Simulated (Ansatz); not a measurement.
Relaxation of BH₆NOSn (10 atoms, charge 0, multiplicity 1), to a largest force component of 0.015 eV/Å in at most 40 steps.

These are results of RKS r2SCAN-D4/def2-SVP in Ansatz 0.2.0, not measurements.

```xyz
10
Properties=species:S:1:pos:R:3
B -0.608 1.560 0.880
Sn 0.356 0.182 -0.499
N 1.097 -1.381 0.581
O -0.873 -0.500 -1.819
H -1.168 2.568 0.417
H -0.686 1.402 2.027
H 1.685 1.008 -1.335
H 1.560 -2.046 -0.100
H 0.322 -1.835 1.097
H -1.602 -1.010 -1.246
```

Problem. Where does it end, and by what steps?

Solution. The forces met the threshold. The force dipped under the threshold on the way, but the program's further checks kept it going. After 6 steps the energy has fallen by 0.530 eV; H10 moved furthest, 0.33 Å.

```csv
step,energy less start (eV),largest force component (eV/Å),accepted
0,0.0000,3.606,yes
1,-0.4631,1.208,yes
2,-0.5147,0.314,yes
3,-0.5226,0.280,yes
4,-0.5288,0.063,yes
5,-0.5301,0.015,yes
6,-0.5302,0.007,yes
```

```xyz
10
Properties=species:S:1:pos:R:3
B -0.671 1.611 0.931
Sn 0.365 0.190 -0.481
N 1.168 -1.366 0.585
O -0.893 -0.469 -1.913
H -1.234 2.587 0.502
H -0.691 1.400 2.118
H 1.636 0.787 -1.459
H 1.557 -2.110 0.005
H 0.528 -1.798 1.251
H -1.682 -0.883 -1.537
```

Whether the end is a true minimum wasn't checked by a vibrational analysis.

Run time: 27 s on 2 threads of Arm Neoverse V1, with other jobs on the host, peak memory 0.17 GiB.
